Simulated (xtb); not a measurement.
InFBr2, SMILES [F][In]([Br])[Br]. All values are semi-empirical tight-binding results from xtb (GFN2-xTB unless named), good for trends rather than for accurate numbers. Geometry optimised at GFN2-xTB. The structure was generated by enumeration; whether it is a known compound was not checked.

For metal compounds this method's bond lengths and energies can be far off.

```json
{
 "point_group_as_xtb_finds_it": "C2v",
 "orbital_gap": "2.49 eV",
 "zero_point_energy": "1.4 kcal/mol",
 "G − E(el) at 298.15 K (modified RRHO)": "-20.3 kcal/mol"
}
```
